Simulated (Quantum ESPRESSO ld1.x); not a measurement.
Results of a calculation; reference values are marked as such.
Species: Er XXX. Configuration: [Kr] 4d3 (the NIST ground configuration). Code: ld1.x of Quantum ESPRESSO 7.5. Model: scalar-relativistic Kohn-Sham, revPBE, spin-unpolarised, spherical densities, point nucleus.

Normalised radial functions P(r) = r R(r), r in bohr:

```
   r/bohr * 3s, o 4d, + 5s (the largest magnitude, 2.4, reaches the edge; | marks zero, & curves that meet)
0.0008388                             o+*
 0.001241                             o+ *
 0.001837                             o +  *
 0.002697                             o +   *
 0.003992                             o  +   *
 0.005908                             o  +     *
 0.008743                             o  +      *
  0.01284                             o  +     *
    0.019                             o +  *
  0.02811                          * +|o
  0.04127                 *       +   |  o
  0.06108             *          +    |     o
   0.0904                      *     +|        o
   0.1338                             |     +    o  *
   0.1964                             |     &                    *
   0.2907                     o  +    |                   *
   0.4302           o         +       |     *
   0.6316               o             |*      +
   0.9347                         o   *              +
    1.383                             &   +
    2.047                             &
```

3s: eigenvalue -3188.9 eV, 2 radial nodes at r = 0.0249, 0.104 bohr, <r> = 0.224 bohr, 90 % of the charge inside 0.327 bohr. 4d: eigenvalue -1065.2 eV, 1 radial node at r = 0.238 bohr, <r> = 0.486 bohr, 90 % of the charge inside 0.709 bohr. 5s (empty): eigenvalue -735.16 eV, 4 radial nodes at r = 0.0245, 0.0966, 0.246, 0.535 bohr, <r> = 0.827 bohr, 90 % of the charge inside 1.15 bohr.
